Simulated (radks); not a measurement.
Q: Coherent X-ray form factor from a spherical all-electron density. Method: non-relativistic Kohn-Sham, PBEsol, spin-unpolarised, spherical densities, point nucleus; computed with a radial shooting solver on a logarithmic mesh with Libxc functionals.

| sin(theta)/lambda (1/angstrom) | f0 (electrons) |
|---|---|
| 0.05 | 42.579 |
| 0.1 | 41.373 |
| 0.15 | 39.531 |
| 0.2 | 37.264 |
| 0.25 | 34.788 |
| 0.3 | 32.293 |
| 0.4 | 27.759 |
| 0.5 | 24.183 |
| 0.6 | 21.524 |
| 0.8 | 17.888 |
| 1 | 15.110 |
| 1.25 | 12.022 |
| 1.5 | 9.490 |
| 2 | 6.494 |

The species is in the configuration that NIST lists as its ground one. Which atom or ion scatters so?

A: The silver ion Ag4+, [Kr] 4d7. Extrapolating in s^2 from the first two rows gives f0(0) = 43.0, near the electron count 43; among species with that count, the fall with angle is slower the higher Z, and the table is that of Z = 47; from so few rows the species is fixed only to a neighbour or two.
